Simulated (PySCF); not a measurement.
Isomers of C6H5F5, mass 172.031 u with the commonest isotopes. Theory: PBE0/pcSseg-1 in PySCF (dipole) on a GFN2-xTB geometry, gas phase. One conformer each, none proved a minimum here; rigid rotors.

**Question.** Order these by radius of gyration √(Σ m r²/M), smallest first.
A. `[CH2:1]=[CH:2]/[CH:3]=[CH:4]\[C:5]([F:6])([F:7])[C:8]([F:9])([F:10])[F:11]` with C1–C2–C3–C4 179°, C3–C4–C5–F6 158°
B. `[CH2:1]=[CH:2][C:3](=[CH2:4])[C:5]([F:6])([F:7])[C:8]([F:9])([F:10])[F:11]` with C1–C2–C3–C4 -178°, C2–C3–C5–F6 -42°
C. `[CH3:1][C@@H:2]([C:3]([F:4])=[C:5]([F:6])[F:7])/[C:8]([F:9])=[CH:10]\[F:11]` with C1–C2–C3–F4 -91°, C1–C2–C8–F9 178°

**Answer.** B (2.004 Å), A (2.186 Å), C (2.246 Å).

**Question.** Order these by rotational constant C, smallest first.
A. `[CH2:1]=[CH:2]/[CH:3]=[CH:4]\[C:5]([F:6])([F:7])[C:8]([F:9])([F:10])[F:11]` with C1–C2–C3–C4 179°, C3–C4–C5–F6 158°
B. `[CH3:1][C@@H:2]([C:3]([F:4])=[C:5]([F:6])[F:7])/[C:8]([F:9])=[CH:10]\[F:11]` with C1–C2–C3–F4 -91°, C1–C2–C8–F9 178°
C. `[CH2:1]=[CH:2][C:3](=[CH2:4])[C:5]([F:6])([F:7])[C:8]([F:9])([F:10])[F:11]` with C1–C2–C3–C4 -178°, C2–C3–C5–F6 -42°

**Answer.** B (689.9 MHz), A (708.6 MHz), C (917.4 MHz).

**Question.** Order these by dipole moment, largest first.
A. `[CH2:1]=[CH:2]/[CH:3]=[CH:4]\[C:5]([F:6])([F:7])[C:8]([F:9])([F:10])[F:11]` with C1–C2–C3–C4 179°, C3–C4–C5–F6 158°
B. `[CH2:1]=[CH:2][C:3](=[CH2:4])[C:5]([F:6])([F:7])[C:8]([F:9])([F:10])[F:11]` with C1–C2–C3–C4 -178°, C2–C3–C5–F6 -42°
C. `[CH3:1][C@@H:2]([C:3]([F:4])=[C:5]([F:6])[F:7])/[C:8]([F:9])=[CH:10]\[F:11]` with C1–C2–C3–F4 -91°, C1–C2–C8–F9 178°

**Answer.** A (2.85 D), B (2.39 D), C (1.75 D).

| SMILES | point group | Ia (u·Å²) | Ib (u·Å²) | Ic (u·Å²) | κ | μa (D) | μb (D) | μc (D) |
| --- | --- | --- | --- | --- | --- | --- | --- | --- |
| C[C@@H](C(F)=C(F)F)/C(F)=C\F | C1 | 326.16 | 677.39 | 732.53 | -0.87 | 1.50 | 0.82 | 0.36 |
| C=C/C=C\C(F)(F)C(F)(F)F | C1 | 287.27 | 644.36 | 713.22 | -0.86 | 2.63 | 0.03 | 1.09 |
| C=CC(=C)C(F)(F)C(F)(F)F | C1 | 345.86 | 485.66 | 550.89 | -0.55 | 2.11 | 0.33 | 1.06 |
